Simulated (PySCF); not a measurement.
Al₂ClH₂O (calculated)

Calculation on a computer-drawn molecule: optimised geometry and harmonic frequencies of an isolated molecule of the commonest isotopes, restricted reference for singlets and unrestricted otherwise, frozen core in MP2. Program: PySCF 2.14.0.

Al₂ClH₂O

Start structure:
```xyz
6
Al2ClH2O
O     -0.6636    -0.2241    -3.4765
Al     0.5918     0.7516    -2.9068
Al     1.9962     0.3908    -0.7019
Cl     1.3315     1.4326     1.0433
H     -1.0949    -0.9962    -3.1512
H      3.4631    -0.1854    -0.6047
```

```
charge                                        : 0
multiplicity                                  : 2
method                                        : MP2
basis                                         : cc-pV(D+d)Z
rotational constants                          : 9.06, 1.156, 1.083 GHz
total energy                                  : -1019.9010 hartree
spin squared                                  : 0.7988
convergence status largest gradient component : 1.693e-05 hartree/bohr
```

Drawn bonds:
```tsv
atom	other atom	order
1	2	1
2	3	1
3	4	1
1	5	1
3	6	1
```

Optimised structure:
```xyz
6
Al2ClH2O
O     -0.6920    -0.2063    -3.5337
Al     0.5966     0.7195    -2.8785
Al     1.9922     0.3781    -0.6817
Cl     1.3368     1.4408     1.0435
H     -1.0830    -0.9924    -3.1346
H      3.4734    -0.1704    -0.6128
```

Modes:
```tsv
frequency (cm⁻¹)	reduced mass (dalton)
50.75	7.088
91.94	11.81
114	3.916
280	7.21
329.9	1.239
389.9	1.394
513.9	8.953
532.4	1.292
629.7	1.14
836.3	6.547
1953	1.044
3917	1.068
```
